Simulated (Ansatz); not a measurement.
`C#CSB[SiH2]C` + `[SiH3]Cl` → `C[SiH2]BCl` + `C#CS[SiH3]` at 600 K and 1 bar (redistribution).

Program: Ansatz. Geometries: PBE0-D4/def2-TZVP. ΔE: electronic, gas phase. CCSD(T)/CBS is the MP2 limit (def2-TZVPP, def2-QZVPP) plus CCSD(T) − MP2 in def2-TZVPP, frozen cores. This one scheme is used for every species. One conformer a species, not always the lowest.

```
       species  CCSD(T)/CBS energy (Eh)  H − E (kJ/mol)  S (J/(mol·K))
`C#CSB[SiH2]C`               -829.94952           307.3          497.7
    `[SiH3]Cl`               -750.69636            99.4          294.6
  `C[SiH2]BCl`               -815.33859           235.0          433.2
  `C#CS[SiH3]`               -765.30294           171.5          398.1
```

H − E and S are ideal-gas, rigid-rotor, harmonic terms from PBE0-D4/def2-TZVP, for one conformer and one mirror image of each species. 1 Eh = 2625.50 kJ/mol, R = 8.31446 J/(mol·K).

Task: By hand: ΔE, ΔH, ΔS and ΔG.

Result: ΔE = (-815.33859) + (-765.30294) − (-829.94952) − (-750.69636) = 0.00435 Eh = 11.4 kJ/mol. Δ(H − E) = 235.0 + 171.5 − 307.3 − 99.4 = -0.2, so ΔH = 11.2 kJ/mol. ΔS = 433.2 + 398.1 − 497.7 − 294.6 = 39.0 J/(mol·K). ΔG = 11.2 − 600 × (39.0)/1000 = -12.2 kJ/mol.

Task: By hand: the equilibrium constant, and the temperature at which ΔG would vanish if ΔH and ΔS stayed fixed.

Result: log₁₀ K = −ΔG/(RT ln 10) = 1.1. ΔG = 0 at ΔH/ΔS = 287 K.

TΔS isn't small against ΔH here. A doubt of 5 kJ/mol in ΔE shifts log₁₀ K by 0.4 here. Other conformers and mirror images would add mixing entropy, several J/(mol·K) or more a flexible species. Modes under 60 cm⁻¹, often nearly free rotors, make the harmonic entropy too high. These are equilibria of isolated gas molecules and say nothing of rates. Largest T1 diagnostic: 0.013 (customary marks: 0.02 for closed shells, 0.045 for open ones).
